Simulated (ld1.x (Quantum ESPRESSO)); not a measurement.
# Scattering properties, PAW potential for Pb (Z = 82)

- Element: Pb (Z = 82)
- Generator: ld1.x (Quantum ESPRESSO) 7.5
- Type: PAW
- Functional: PBE
- Relativity: scalar-relativistic
- Frozen core: [Xe] 4f14
- Valence charge: 14
- Reference configuration: 5d10 6s2 6p2
- Partial waves: 6s (bound): rcut 1.60, rcutus 1.95 bohr; 6s channel at 0.75 Ry: rcut 1.60, rcutus 1.95 bohr; 6p (bound): rcut 2.65, rcutus 2.80 bohr; 6p channel at 2 Ry: rcut 2.65, rcutus 2.80 bohr; 5d (bound): rcut 1.10, rcutus 1.45 bohr; 5d channel at 2.8 Ry: rcut 1.10, rcutus 1.45 bohr
- Local potential: all-electron potential smoothed inside 2.00 bohr (lloc = -1)
- Core correction: Bessel-smoothed model core, default radius (core density twice the valence density)
- Augmentation charge: PSQ, radius 0.80 bohr

The phase is arctan(r·u′/u) with u = r·R(r), unwrapped; energies in Ry, scanned from -4 to 5 Ry. A pole is an energy at which the radial function vanishes at the test radius. The pseudo phase is shifted by a multiple of π to meet the all-electron one at the reference energy, and phase errors are pseudo minus all-electron; the curves can meet again beyond the range given. Levels narrower than the energy grid can be missing from the lists of poles.

```csv
channel,radius (bohr),reference energy (Ry),"poles, all-electron","poles, pseudo",unbroken range about the reference energy with phases within 0.05 rad,phase error 1 Ry above the reference energy (rad)
s,3.04,-0.88,-0.28,-0.28,below 1.3,+0.000
p,3.04,-0.26,1.05,"1.05, 4.64",below 3.4,-0.000
d,3.04,-1.56,"-1.50, 3.21","-1.50, 3.21",the whole range,+0.000
```

Phases in the p channel:

| E (Ry) | all-electron | pseudo |
| --- | --- | --- |
| -4.00 | 1.392 | 1.392 |
| -3.76 | 1.386 | 1.385 |
| -3.52 | 1.378 | 1.377 |
| -3.28 | 1.369 | 1.369 |
| -3.04 | 1.359 | 1.359 |
| -2.80 | 1.348 | 1.347 |
| -2.56 | 1.334 | 1.333 |
| -2.32 | 1.317 | 1.317 |
| -2.08 | 1.296 | 1.296 |
| -1.84 | 1.270 | 1.270 |
| -1.60 | 1.235 | 1.234 |
| -1.36 | 1.185 | 1.185 |
| -1.12 | 1.110 | 1.109 |
| -0.88 | 0.981 | 0.980 |
| -0.64 | 0.721 | 0.720 |
| -0.40 | 0.121 | 0.121 |
| -0.16 | -0.709 | -0.709 |
| 0.08 | -1.147 | -1.147 |
| 0.32 | -1.344 | -1.344 |
| 0.56 | -1.450 | -1.451 |
| 0.80 | -1.519 | -1.519 |
| 1.04 | -1.568 | -1.569 |
| 1.28 | -1.608 | -1.608 |
| 1.52 | -1.643 | -1.643 |
| 1.76 | -1.675 | -1.675 |
| 2.00 | -1.709 | -1.709 |
| 2.24 | -1.745 | -1.745 |
| 2.48 | -1.788 | -1.788 |
| 2.72 | -1.842 | -1.844 |
| 2.96 | -1.918 | -1.924 |
| 3.20 | -2.034 | -2.055 |
| 3.44 | -2.240 | -2.312 |
| 3.68 | -2.648 | -2.922 |
| 3.92 | -3.344 | -3.814 |
| 4.16 | -3.917 | -4.288 |
| 4.40 | -4.208 | -4.523 |
| 4.64 | -4.359 | -4.713 |
| 4.88 | -4.450 | -5.076 |
